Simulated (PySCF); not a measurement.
**Cs (caesium, neutral) across methods**

[Xe] 5d1, 2D determinant (an excited configuration). Computed with PySCF 2.14 in aug-cc-pVDZ-X2C, with scalar relativity by spin-free X2C-1e.

| method | E (hartree) | mean ε 5p α (eV) | mean ε 5p β (eV) | mean ε 5d α (eV) | Σ⟨r²⟩ (bohr²) | ⟨S²⟩ |
| --- | --- | --- | --- | --- | --- | --- |
| LDA | -7779.20 | -13.932 | -13.834 | -0.873 | 100.3 | 0.750 |
| wB97M-V | -7785.56 | -17.484 | -17.360 | -1.955 | 102.8 | 0.750 |
| PBE | -7785.64 | -13.829 | -13.721 | -0.933 | 102.2 | 0.750 |
| UHF | -7783.04035 | -19.310 | -19.190 | -1.753 | 127.1 | 0.750 |
| MN15 | -7791.26 | -16.123 | -15.984 | -1.290 | 109.1 | 0.750 |
| BHandHLYP | -7786.08 | -16.663 | -16.547 | -1.401 | 106.4 | 0.750 |
| PBE0 | -7785.72 | -15.344 | -15.216 | -1.224 | 102.7 | 0.750 |
| wB97X | -7786.35 | -17.853 | -17.773 | -1.919 | 109.1 | 0.750 |

Problem. Estimate the same row for r2SCAN.

Solution. E (hartree) = -7786.07; mean ε 5p α (eV) = -14.174; mean ε 5p β (eV) = -14.076; mean ε 5d α (eV) = -0.859; Σ⟨r²⟩ (bohr²) = 100.5; ⟨S²⟩ = 0.750.

Spin-orbit coupling, absent here, splits the open shell strongly.
